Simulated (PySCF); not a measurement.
Method: PBE0 in PySCF with Tc def2-SVP with ECP28, S def2-SVP, I def2-SVP with ECP28; scalar-relativistic core potentials, no spin–orbit coupling; density-fitted integrals. Open shells, if any, are unrestricted.

What spin state, shape and geometry does isolated TcSI₂ take (every ligand bound to Tc)?

Formally Tc is in oxidation state +4, d3, with 3 unpaired electrons (the high-spin count). The Mulliken spin on Tc is 2.81. The polar-tensor charge on Tc, 1.07, is far below the formal one. The lowest minimum found is a quartet of C2v symmetry with Tc–I 2.572 Å (×2), Tc–S 2.078 Å; I–Tc–I 131.2°, I–Tc–S 114.4° (×2). Its harmonic wavenumbers are 52 (b1), 56 (a1), 106 (b2), 190 (a1), 287 (b2), 560 (a1) cm⁻¹ and its dipole moment is 0.43 D.

Only a few start shapes were tried, so a lower isomer may exist. Open d and f shells are described by one determinant, and the ground state may have another occupation or spin. No spin–orbit coupling is included, which matters more the heavier the element.
